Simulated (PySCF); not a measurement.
**Spinor energies of Nd (neodymium, neutral)**

Start: [Xe] 4f4 6s2; 4f5/2 filled at m_j = -1/2, +1/2, +3/2, +5/2. Calculated with PySCF 2.14 in x2c-QZVPPall-2c (16s16p12d6f4g1h, 213 functions): generalised Hartree-Fock with the X2C-1e Hamiltonian and a Gaussian nucleus; one run each with spin-orbit coupling (SO) switched off, then screened by Boettger's factors.

| spinor shell | electrons | ε, spin-free (eV) | ε, screened SO (eV) | weight of nominal j (screened SO) | rms radius, screened SO (bohr) |
| --- | --- | --- | --- | --- | --- |
| 1s1/2 | 2 | -43783.1 | -43776.5 | 1.000 | 0.0269 |
| 2s1/2 | 2 | -7194.7 | -7192.6 | 1.000 | 0.109 |
| 2p1/2 | 2 | -6425.1 | -6789.9 | 1.000 | 0.0938 |
| 2p3/2 | 4 | -6425.1 | -6265.8 | 1.000 | 0.0998 |
| 3s1/2 | 2 | -1608.0 | -1607.3 | 1.000 | 0.283 |
| 3p1/2 | 2 | -1359.9 | -1434.5 | 1.000 | 0.275 |
| 3p3/2 | 4 | -1359.9 | -1326.8 | 1.000 | 0.288 |
| 3d3/2 | 4 | -1015.5 | -1029.3 | 0.997 | 0.260 |
| 3d5/2 | 6 | -1015.5 | -1005.5 | 0.998 | 0.263 |
| 4s1/2 | 2 | -340.10 | -339.86 | 1.000 | 0.645 |
| 4p1/2 | 2 | -256.13 | -273.57 | 0.982 | 0.668 |
| 4p3/2 | 4 | -256.13 | -248.23 | 0.991 | 0.694 |
| 4d3/2 | 4 | -133.63 | -139.92 | 0.772 | 0.762 |
| 4d5/2 | 6 | -133.63 | -129.21 | 0.848 | 0.767 |
| 5s1/2 | 2 | -50.352 | -50.308 | 1.000 | 1.59 |
| 5p1/2 | 2 | -27.667 | -30.481 | 0.925 | 1.79 |
| 5p3/2 | 4 | -27.667 | -26.393 | 0.962 | 1.90 |
| 4f5/2 | 4 | -12.012 | -12.015 | 0.700 | 1.15 |
| 6s1/2 | 2 | -4.723 | -4.724 | 1.000 | 5.09 |

| quantity | spin-free | screened SO |
| --- | --- | --- |
| E (hartree) | -9617.53364 | -9622.36606 |
| M_J | 4 | 4 |
| ⟨J²⟩ | 24.013 | 23.433 |
| ⟨L²⟩ | 42.009 | 41.892 |
| ⟨S²⟩ | 6.005 | 5.997 |

The determinant has a definite M_J but mixes levels of different J.

Each row is a mean over spinors that exchange with the open shell spreads, by up to 10.005 eV (4d3/2).

Rows whose weight is well below 1 are mixtures of j = l ± 1/2: exchange outweighs spin-orbit coupling there, and the label is only the starting occupation.

Breit and QED terms are absent; they matter most for the inner s and p1/2 levels.

Densities and radii are taken from the X2C orbitals without a picture-change correction, which distorts them close to the nucleus.

Without spin-orbit coupling the j labels of p, d and f shells carry no meaning; the spin-free column gives the mean over the occupied spinors of each nl shell, and its ⟨J²⟩ belongs to a mixture of degenerate components.
